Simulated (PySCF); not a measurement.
## Co²⁺ (cobalt, charge +2) across methods

[Ar] 3d6 4s1, high-spin 6D determinant (an excited configuration). All numbers are calculated (PySCF 2.14, the non-relativistic Hamiltonian (point nucleus), in aug-cc-pwCVTZ).

```json
{"method": "M06", "E (hartree)": "-1381.532", "mean ε 3d α (eV)": "-38.641", "mean ε 3d β (eV)": "-33.237", "mean ε 4s α (eV)": "-24.769", "Σ⟨r²⟩ (bohr²)": "19.48", "⟨S²⟩": "8.752"}
{"method": "r2SCAN", "E (hartree)": "-1381.585", "mean ε 3d α (eV)": "-36.226", "mean ε 3d β (eV)": "-31.568", "mean ε 4s α (eV)": "-24.053", "Σ⟨r²⟩ (bohr²)": "19.49", "⟨S²⟩": "8.751"}
{"method": "LDA", "E (hartree)": "-1378.994", "mean ε 3d α (eV)": "-35.832", "mean ε 3d β (eV)": "-31.286", "mean ε 4s α (eV)": "-24.067", "Σ⟨r²⟩ (bohr²)": "19.55", "⟨S²⟩": "8.751"}
{"method": "BP86", "E (hartree)": "-1381.782", "mean ε 3d α (eV)": "-35.647", "mean ε 3d β (eV)": "-31.593", "mean ε 4s α (eV)": "-23.949", "Σ⟨r²⟩ (bohr²)": "19.54", "⟨S²⟩": "8.750"}
{"method": "PBE0", "E (hartree)": "-1381.387", "mean ε 3d α (eV)": "-38.590", "mean ε 3d β (eV)": "-33.920", "mean ε 4s α (eV)": "-24.601", "Σ⟨r²⟩ (bohr²)": "19.54", "⟨S²⟩": "8.751"}
{"method": "M06-L", "E (hartree)": "-1381.545", "mean ε 3d α (eV)": "-36.069", "mean ε 3d β (eV)": "-31.069", "mean ε 4s α (eV)": "-23.449", "Σ⟨r²⟩ (bohr²)": "19.38", "⟨S²⟩": "8.752"}
{"method": "UHF", "E (hartree)": "-1380.43075", "mean ε 3d α (eV)": "-46.875", "mean ε 3d β (eV)": "-40.592", "mean ε 4s α (eV)": "-26.651", "Σ⟨r²⟩ (bohr²)": "19.62", "⟨S²⟩": "8.752"}
```

Estimate the same row for PBE.

E (hartree) = -1381.342; mean ε 3d α (eV) = -35.568; mean ε 3d β (eV) = -31.323; mean ε 4s α (eV) = -23.766; Σ⟨r²⟩ (bohr²) = 19.59; ⟨S²⟩ = 8.750.
